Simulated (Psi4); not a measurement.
F3OSi, doublet, geometry from GFN2-xTB. Base run: PBE0/cc-pVDZ in Psi4.

Psi4 was given this input:
```
memory 2 GB

molecule {
0 2
O     1.63806956   -0.17665341    0.19951219
Si    0.09099432   -0.00981305    0.01108285
F    -0.34921159    1.48117889   -0.30939957
F    -0.74988398   -0.42632996    1.29131116
F    -0.49851299   -0.88255894   -1.17649576
}

set {
  basis cc-pvdz
  reference uks
}

energy('pbe0')
print_variables()
```

Each row names what was changed in the base input (with any setting that the change needs).

| change | ΔE vs base (mEh) | point group used | SCF cycles |
|---|---|---|---|
| base | 0.000 | c1 | 9 |
| molecule keys = no_reorient | 0.000 | c1 | 9 |
| jitter_ang = 0.002 | -0.481 | c1 | 9 |
| molecule keys = symmetry c1 | 0.000 | c1 | 9 |
| molecule keys = symmetry c1, no_reorient, no_com | 0.000 | c1 | 9 |

Open shells are given as the SCF converged; they aren't shown to be the lowest states, and a large step between rows can be another state.
